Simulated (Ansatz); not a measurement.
Cartesian coordinates in Å:
```
N -1.200 1.683 0.525
Si -1.394 -0.001 0.140
Cl -1.007 -0.166 -2.000
N 0.336 -0.506 0.538
Si 1.457 -1.371 -0.295
H -0.540 2.264 0.025
H -2.044 2.199 0.723
H 0.586 -0.242 1.487
H 1.197 -1.961 -1.610
H 2.609 -1.899 0.467
```

The species carries charge 0 and has multiplicity 1. The bonds changed during the relaxation, so this is another structure than the one it started from.

Q: List the PBE/def2-TZVPP orbital energies in eV (the Gaussian-basis code of Ansatz). (Estimate.)

A: The calculation gave: Occupied: -2737.87, -1780.99, -1779.82, -381.33, -379.72, -248.44, -189.11, -188.99, -188.98, -138.73, -137.33, -95.55, -95.42, -95.39, -94.13, -94.10, -93.99, -21.91, -20.64, -19.20, -14.07, -12.78, -11.74, -11.47, -10.07, -9.39, -8.79, -8.28, -7.17, -6.93, -5.90, -4.62. Lowest empty: -3.46, -1.03, -0.27, 0.20, 0.46, 0.94, 1.11, 1.70.
